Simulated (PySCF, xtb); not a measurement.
silanone (H₂OSi), SMILES O=[SiH2].

Harmonic wavenumbers (cm⁻¹) from xtb with GFN2-xTB at its own minimum, in rising order: 582, 673, 874, 1400, 2280, 2357.

Problem. What does B3LYP-D3(BJ)/def2-TZVP (PySCF 2.14.0) give at its own minimum? (Estimate from the structure and the level; the computed values follow.)

Solution. 688, 698, 1011, 1231, 2223, 2239. Paired by order, the mean absolute difference is 102 cm⁻¹ and the zero-point energies are 11.7 and 11.6 kcal/mol.
